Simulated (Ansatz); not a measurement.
H7N2PSi2. The species carries charge 0 and has multiplicity 1. The bonds changed during the relaxation, so this is another structure than the one it started from.

```xyz
12

N    -1.260    0.636   -0.679
P    -0.625    1.223    0.904
Si    1.082   -0.320    0.947
N     0.795   -1.215   -0.478
Si    0.190   -0.266   -1.855
H    -2.008   -0.039   -0.565
H    -1.643    1.420   -1.200
H    -1.505    0.475    1.735
H     1.002   -1.122    2.204
H     0.584   -2.200   -0.441
H     2.361    0.430    0.935
H     1.025    0.979   -1.505
```

**Question.** What are the harmonic wavenumbers in cm⁻¹ at PBE0-D4/def2-TZVP (Ansatz, finite differences of forces, unscaled)? (An estimate is asked.)

**Answer.** Ansatz gave: 71, 182, 268, 289, 367, 422, 438, 494, 578, 619, 680, 692, 726, 812, 829, 871, 897, 931, 954, 1013, 1076, 1121, 1590, 1942, 2181, 2237, 2375, 3503, 3586, 3642.

**Question.** Is this a minimum?

**Answer.** Yes, all 30 modes are real.

**Question.** Give the ideal-gas thermochemistry at 298.15 K and 1 bar (rigid rotor, harmonic oscillator; point group C1, symmetry number 1).

**Answer.** Zero-point energy 211.7 kJ/mol; H(298) − E = 233.4 kJ/mol; entropy 351.4 J/(mol·K), of which translation 168.8, rotation 115.9, vibration 66.8; G(298) − E = 128.6 kJ/mol. Modes under 100 cm⁻¹ are hindered rotations or soft bends, so the harmonic entropy is rough.

**Question.** And at 400, 500, 600, 800 and 1000 K?

**Answer.** 
| T (K) | H − E (kJ/mol) | S (J/mol/K) | G − E (kJ/mol) |
| --- | --- | --- | --- |
| 400 | 247.5 | 391.9 | 90.8 |
| 500 | 263.8 | 428.1 | 49.7 |
| 600 | 281.8 | 460.9 | 5.3 |
| 800 | 321.8 | 518.3 | -92.8 |
| 1000 | 365.5 | 567.0 | -201.5 |
